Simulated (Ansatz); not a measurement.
GeH2 (SMILES [GeH2]) moved off its minimum; all values from Ansatz (a quantum-chemistry and plane-wave program), cores frozen in correlated methods.
(charge 0, multiplicity 1)
```xyz
3

Ge    -0.02165    -0.18182     0.03716
H     -0.03925    -1.08875    -1.24703
H     -0.15578     1.27275    -0.90542
```

| level | largest force (eV/Å) | on atom | rms difference from CCSD(T)/aug-cc-pVTZ (eV/Å) | dipole (D) |
|---|---|---|---|---|
| HF/def2-TZVPP | 1.69 | Ge1 | 0.177 | 0.50 |
| PBE/def2-TZVPP | 1.31 | Ge1 | 0.124 | 0.51 |
| r2SCAN/def2-TZVPP | 1.48 | H3 | 0.053 | 0.47 |
| B3LYP/def2-TZVPP | 1.38 | Ge1 | 0.027 | 0.59 |
| wB97M-V/def2-TZVPP | 1.57 | H3 | 0.103 | 0.57 |
| MP2/aug-cc-pVTZ | 1.58 | H3 | 0.104 | 0.48 |
| CCSD(T)/aug-cc-pVTZ | 1.42 | Ge1 | 0.000 | 0.46 |

The differences count from one level among others, with limits of its own. Forces at CCSD(T)/aug-cc-pVTZ (eV/Å):

```json
[
 {"atom": "Ge1", "Fx": "-0.099", "Fy": "1.367", "Fz": "-0.383"},
 {"atom": "H2", "Fx": "-0.008", "Fy": "-0.170", "Fz": "-0.334"},
 {"atom": "H3", "Fx": "0.107", "Fy": "-1.197", "Fz": "0.717"}
]
```

Doubts at one or more of the structures used: a restricted determinant that unrestricted orbitals would lower (MP2/aug-cc-pVTZ, CCSD(T)/aug-cc-pVTZ).
